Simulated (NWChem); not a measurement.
System: SiCl$_{3}$, doublet; SMILES Cl[Si](Cl)Cl

Here is an NWChem input.

```
start job
memory heap 200 mb stack 700 mb global 900 mb
geometry units angstroms noautosym nocenter noautoz
  Cl     1.882479    -0.464875    -0.150652
  Si     0.000000     0.000000     0.544603
  Cl    -1.343833    -1.397837    -0.150652
  Cl    -0.538646     1.862712    -0.150652
end
basis spherical
  * library def2-svp
end
dft
  odft
  mult 2
  xc pbe0
  iterations 150
end
property
  efieldgrad
end
task dft property
```

NWChem printed, in part:

```
             Northwest Computational Chemistry Package (NWChem) 7.3.0
             --------------------------------------------------------

                             Geometry "geometry" -> ""
                             -------------------------

 Output coordinates in angstroms (scale by  1.889725989 to convert to a.u.)

  No.       Tag          Charge          X              Y              Z
 ---- ---------------- ---------- -------------- -------------- --------------
    1 Cl                  17.0000     1.88247900    -0.46487500    -0.15065200
    2 Si                  14.0000     0.00000000     0.00000000     0.54460300
    3 Cl                  17.0000    -1.34383300    -1.39783700    -0.15065200
    4 Cl                  17.0000    -0.53864600     1.86271200    -0.15065200

 Effective nuclear repulsion energy (a.u.)     320.0298878151

                              NWChem Property Module
                              ----------------------

  itol2e modified to match energy
  convergence criterion.

                                 NWChem DFT Module
                                 -----------------

 Summary of "ao basis" -> "ao basis" (spherical)
 ------------------------------------------------------------------------------
       Tag                 Description            Shells   Functions and Types
 ---------------- ------------------------------  ------  ---------------------
 Cl                         def2-svp                 8       18   4s3p1d
 Si                         def2-svp                 8       18   4s3p1d

  itol2e modified to match energy
  convergence criterion.

            General Information
            -------------------
          SCF calculation type: DFT
          Wavefunction type:  spin polarized.
          No. of atoms     :     4
          No. of electrons :    65
           Alpha electrons :    33
            Beta electrons :    32
          Charge           :     0
          Spin multiplicity:     2
          Use of symmetry is: off; symmetry adaption is: off
          Maximum number of iterations: 150
          AO basis - number of functions:    72
                     number of shells:    32
          Convergence on energy requested:  1.00D-07
          Convergence on density requested:  1.00D-05
          Convergence on gradient requested:  5.00D-04

              XC Information
              --------------
                         PBE0 Method XC Functional
                     Hartree-Fock (Exact) Exchange  0.250
          PerdewBurkeErnzerhof Exchange Functional  0.750
            Perdew 1991 LDA Correlation Functional  1.000 local
           PerdewBurkeErnz. Correlation Functional  1.000 non-local

             Grid Information
             ----------------
          Grid used for XC integration:  fine
          Radial quadrature: Mura-Knowles
          Angular quadrature: Lebedev.
          Tag              B.-S. Rad. Rad. Pts. Rad. Cut. Ang. Pts.
          ---              ---------- --------- --------- ---------
          Cl                  1.00      123           9.0       770
          Si                  1.10      123           7.0       770
          Grid pruning is: on
          Number of quadrature shells:   492
          Spatial weights used:  Erf1

      Superposition of Atomic Density Guess
      -------------------------------------

 Sum of atomic energies:       -1666.70910193

      Non-variational initial energy
      ------------------------------

 Total energy =   -1667.452258
 1-e energy   =   -2944.215654
 2-e energy   =     956.733508
 HOMO         =      -0.151207
 LUMO         =       0.109077

   convergence    iter        energy       DeltaE   RMS-Dens  Diis-err
 ---------------- ----- ----------------- --------- --------- ---------
 d= 0,ls=0.0,diis     1  -1669.0224960746 -1.99D+03  1.02D-02  1.42D-01
                                                     8.99D-03  1.35D-01
 d= 0,ls=0.0,diis     2  -1668.9891909145  3.33D-02  5.47D-03  1.77D-01
                                                     5.89D-03  1.75D-01
 d= 0,ls=0.0,diis     3  -1669.0952993346 -1.06D-01  9.45D-04  4.20D-03
                                                     7.43D-04  3.92D-03
 d= 0,ls=0.0,diis     4  -1669.0976969624 -2.40D-03  1.82D-04  8.45D-05
                                                     1.40D-04  8.85D-05
 d= 0,ls=0.0,diis     5  -1669.0977497478 -5.28D-05  9.41D-05  6.50D-06
                                                     3.90D-05  3.06D-06
  Resetting Diis
 d= 0,ls=0.0,diis     6  -1669.0977558052 -6.06D-06  1.65D-05  2.15D-07
                                                     1.52D-05  3.90D-07
 d= 0,ls=0.0,diis     7  -1669.0977562292 -4.24D-07  5.43D-06  4.07D-08
                                                     3.16D-06  2.22D-08
 d= 0,ls=0.0,diis     8  -1669.0977562603 -3.12D-08  1.38D-06  1.13D-08
                                                     2.36D-06  1.90D-08

         Total DFT energy =    -1669.097756260336
      One electron energy =    -2944.407994746161
           Coulomb energy =     1060.445793236846
    Exchange-Corr. energy =     -105.165442566078
 Nuclear repulsion energy =      320.029887815056

 Numeric. integr. density =       64.999999963192

                    DFT Final Alpha Molecular Orbital Analysis
                    ------------------------------------------

 Vector   31  Occ=1.000000D+00  E=-3.570008D-01
              MO Center=  5.8D-01, -1.8D-01, -9.6D-02, r^2= 4.4D+00
   Bfn.  Coefficient  Atom+Function         Bfn.  Coefficient  Atom+Function
  ----- ------------  ---------------      ----- ------------  ---------------
    13      0.379738  1 Cl pz                11      0.291529  1 Cl px
    10      0.285305  1 Cl pz                47      0.237141  3 Cl px
     8      0.216047  1 Cl px                65      0.216559  4 Cl px
    49     -0.198683  3 Cl pz                44      0.183074  3 Cl px
    67     -0.181054  4 Cl pz                62      0.170596  4 Cl px

 Vector   32  Occ=1.000000D+00  E=-3.429177D-01
              MO Center=  1.7D-06, -2.4D-06, -1.4D-01, r^2= 4.9D+00
   Bfn.  Coefficient  Atom+Function         Bfn.  Coefficient  Atom+Function
  ----- ------------  ---------------      ----- ------------  ---------------
    12      0.374492  1 Cl py                65     -0.370559  4 Cl px
     9      0.279864  1 Cl py                47      0.278079  3 Cl px
    62     -0.276925  4 Cl px                48     -0.267336  3 Cl py
    44      0.207813  3 Cl px                45     -0.199785  3 Cl py
     6      0.161463  1 Cl py                59     -0.159767  4 Cl px

 Vector   33  Occ=1.000000D+00  E=-2.602912D-01
              MO Center=  9.5D-08,  4.5D-08,  7.0D-01, r^2= 3.5D+00
   Bfn.  Coefficient  Atom+Function         Bfn.  Coefficient  Atom+Function
  ----- ------------  ---------------      ----- ------------  ---------------
    21      0.420733  2 Si s                 22      0.407980  2 Si s
    28      0.329570  2 Si pz                31      0.300598  2 Si pz
    13     -0.283955  1 Cl pz                49     -0.283955  3 Cl pz
    67     -0.283955  4 Cl pz                20      0.232652  2 Si s
    10     -0.181086  1 Cl pz                46     -0.181086  3 Cl pz

 Vector   34  Occ=0.000000D+00  E= 8.930710D-03
              MO Center=  1.1D-06, -1.8D-06, -6.3D-02, r^2= 3.4D+00
   Bfn.  Coefficient  Atom+Function         Bfn.  Coefficient  Atom+Function
  ----- ------------  ---------------      ----- ------------  ---------------
    21      0.813950  2 Si s                 31     -0.682480  2 Si pz
    11      0.422065  1 Cl px                66      0.417629  4 Cl py
    28     -0.354062  2 Si pz                20      0.329541  2 Si s
    48     -0.313402  3 Cl py                22      0.302672  2 Si s
    47     -0.301297  3 Cl px                 4     -0.244608  1 Cl s

 Vector   35  Occ=0.000000D+00  E= 1.423409D-02
              MO Center= -8.9D-02,  1.6D-01,  6.5D-01, r^2= 3.4D+00
   Bfn.  Coefficient  Atom+Function         Bfn.  Coefficient  Atom+Function
  ----- ------------  ---------------      ----- ------------  ---------------
    29      1.121716  2 Si px                 4     -0.471545  1 Cl s
    40      0.415174  3 Cl s                 26      0.388290  2 Si px
    48      0.350963  3 Cl py                11      0.312643  1 Cl px
    65     -0.284046  4 Cl px                13     -0.236327  1 Cl pz
    49      0.208075  3 Cl pz                12     -0.205530  1 Cl py

 Vector   36  Occ=0.000000D+00  E= 1.423416D-02
              MO Center=  8.9D-02, -1.6D-01,  6.5D-01, r^2= 3.4D+00
   Bfn.  Coefficient  Atom+Function         Bfn.  Coefficient  Atom+Function
  ----- ------------  ---------------      ----- ------------  ---------------
    30      1.121716  2 Si py                58     -0.511948  4 Cl s
    27      0.388291  2 Si py                66      0.358537  4 Cl py
    47      0.338035  3 Cl px                40      0.304792  3 Cl s
    67     -0.256575  4 Cl pz                12     -0.238155  1 Cl py
    11     -0.218455  1 Cl px                 4      0.207153  1 Cl s

                     DFT Final Beta Molecular Orbital Analysis
                     -----------------------------------------

 Vector   30  Occ=1.000000D+00  E=-3.532414D-01
              MO Center= -7.2D-01,  7.0D-02, -1.0D-01, r^2= 4.3D+00
   Bfn.  Coefficient  Atom+Function         Bfn.  Coefficient  Atom+Function
  ----- ------------  ---------------      ----- ------------  ---------------
    49      0.377214  3 Cl pz                67     -0.346891  4 Cl pz
    46      0.279901  3 Cl pz                64     -0.257401  4 Cl pz
    66     -0.247849  4 Cl py                48     -0.231347  3 Cl py
    63     -0.182962  4 Cl py                45     -0.172838  3 Cl py
    43      0.162629  3 Cl pz                12     -0.156194  1 Cl py

 Vector   31  Occ=1.000000D+00  E=-3.532413D-01
              MO Center=  7.2D-01, -7.0D-02, -1.0D-01, r^2= 4.3D+00
   Bfn.  Coefficient  Atom+Function         Bfn.  Coefficient  Atom+Function
  ----- ------------  ---------------      ----- ------------  ---------------
    13      0.418062  1 Cl pz                10      0.310212  1 Cl pz
    11      0.267399  1 Cl px                67     -0.235291  4 Cl pz
     8      0.194955  1 Cl px                47      0.192246  3 Cl px
    49     -0.182771  3 Cl pz                 7      0.180240  1 Cl pz
    65      0.175743  4 Cl px                64     -0.174591  4 Cl pz

 Vector   32  Occ=1.000000D+00  E=-3.411897D-01
              MO Center=  1.8D-06, -1.6D-06, -1.4D-01, r^2= 4.9D+00
   Bfn.  Coefficient  Atom+Function         Bfn.  Coefficient  Atom+Function
  ----- ------------  ---------------      ----- ------------  ---------------
    12      0.375059  1 Cl py                65     -0.371120  4 Cl px
     9      0.279247  1 Cl py                47      0.278501  3 Cl px
    62     -0.276314  4 Cl px                48     -0.267741  3 Cl py
    44      0.207355  3 Cl px                45     -0.199344  3 Cl py
     6      0.161264  1 Cl py                59     -0.159570  4 Cl px

[...]

          -----------------------
          Electric field gradient
          -----------------------

 1 a.u. = 0.324123 10**(16) esu/cm**3  ( or statvolts/cm**2 ) = 0.97174 10**(22) v/m**2

 ------------------------------------------------------------
   Atom      X         Y         Z
 ------------------------------------------------------------
    1 Cl   3.55737  -0.87849  -0.28469
 ------------------------------------------------------------

 Electric field gradient in molecular frame (a.u.)
         XX             YY             ZZ             XY             XZ             YZ
 ------------------------------------------------------------------------------------------
       -1.505321       0.953334       0.551987       0.646589       0.994779      -0.245659

 Principal components (a.u.) and orientation
 of principal axis w.r.t. absolute frame                      Asymmetry parameter eta
 --------------------------------------------------------------------------------------
       -2.066036       1.113008       0.953028                       0.077433

        0.904058       0.239743       0.353839
       -0.223255       0.970836      -0.087372
       -0.364467      -0.000007       0.931216

 ------------------------------------------------------------
   Atom      X         Y         Z
 ------------------------------------------------------------
    2 Si   0.00000   0.00000   1.02915
 ------------------------------------------------------------

 Electric field gradient in molecular frame (a.u.)
         XX             YY             ZZ             XY             XZ             YZ
 ------------------------------------------------------------------------------------------
       -0.088147      -0.088148       0.176295      -0.000000       0.000001       0.000001

 Principal components (a.u.) and orientation
 of principal axis w.r.t. absolute frame                      Asymmetry parameter eta
 --------------------------------------------------------------------------------------
        0.176295      -0.088148      -0.088147                       0.000005

        0.000003       0.600841       0.799368
        0.000003       0.799368      -0.600841
        1.000000      -0.000004      -0.000001

 ------------------------------------------------------------
   Atom      X         Y         Z
 ------------------------------------------------------------
    3 Cl  -2.53948  -2.64153  -0.28469
 ------------------------------------------------------------

 Electric field gradient in molecular frame (a.u.)
         XX             YY             ZZ             XY             XZ             YZ
 ------------------------------------------------------------------------------------------
       -0.221296      -0.330693       0.551988      -1.387925      -0.710136      -0.738674

 Principal components (a.u.) and orientation
 of principal axis w.r.t. absolute frame                      Asymmetry parameter eta
 --------------------------------------------------------------------------------------
       -2.066037       1.113008       0.953028                       0.077433

        0.645374       0.720895      -0.252592
        0.671310      -0.693044      -0.262741
        0.364466       0.000001       0.931217

 ------------------------------------------------------------
   Atom      X         Y         Z
 ------------------------------------------------------------
    4 Cl  -1.01789   3.52002  -0.28469
 ------------------------------------------------------------

 Electric field gradient in molecular frame (a.u.)
         XX             YY             ZZ             XY             XZ             YZ
 ------------------------------------------------------------------------------------------
        0.898632      -1.450622       0.551990       0.741335      -0.284642       0.984333

 Principal components (a.u.) and orientation
 of principal axis w.r.t. absolute frame                      Asymmetry parameter eta
 --------------------------------------------------------------------------------------
       -2.066036       1.113007       0.953030                       0.077432

       -0.258685       0.960640      -0.101253
        0.894565       0.277795       0.350119
       -0.364466       0.000007       0.931217
```

Level: PBE0/def2-SVP, spin-unrestricted. In the optimisation the excess spin sits in a (C3, its own frame). Structure relaxed at the PBE0/def2-SVP, spin-unrestricted level. No stability test was run on the SCF state. NWChem prints the field gradient with the sign opposite to the second derivative of the potential.
